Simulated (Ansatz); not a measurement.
`[OH][SnH2][O][SiH3]` + H₂ → `[SiH3][O][SnH3]` + H₂O  (hydrogenolysis of the Sn–O bond)

Isolated molecules relaxed with PBE0-D4/def2-TZVP in Ansatz; ΔE leaves out vibrations. CCSD(T)/CBS is the MP2 limit (def2-TZVPP, def2-QZVPP) plus CCSD(T) − MP2 in def2-TZVPP, frozen cores. This one scheme is used for every species. def2 core potentials past Kr. For Sn outer-core shells are correlated without core-valence functions, which leaves a few kJ/mol of doubt a bond. Each species was taken in one conformer, which may not be the lowest.

| species | CCSD(T)/def2-TZVPP energy (Eh) |
| --- | --- |
| `[OH][SnH2][O][SiH3]` | -656.64408 |
| H₂ | -1.17233 |
| `[SiH3][O][SnH3]` | -581.47655 |
| H₂O | -76.33701 |

Task: Work out ΔE.

Result: ΔE = (-581.47655) + (-76.33701) − (-656.64408) − (-1.17233) = 0.00285 Eh = +1.8 kcal/mol. CCSD(T)/CBS gives +3.1 kcal/mol.

Largest T1 diagnostic among the species: 0.014.

From PBE to PBE0 (25 % exact exchange), in def2-TZVPP and without D4, ΔE moves by −1.8 kcal/mol. At CCSD(T), def2-SVP lies −2.7 kcal/mol from the extrapolated value and def2-TZVPP −1.3 kcal/mol. The D4 term adds +1.1 kcal/mol with B3LYP and +0.6 kcal/mol with PBE0; it sums over pairs of atoms, weighted by their polarisabilities, and B3LYP, whose exchange is more repulsive, gets the larger term.

B3LYP here is the variant with VWN-RPA as its local correlation; programs differ in this.
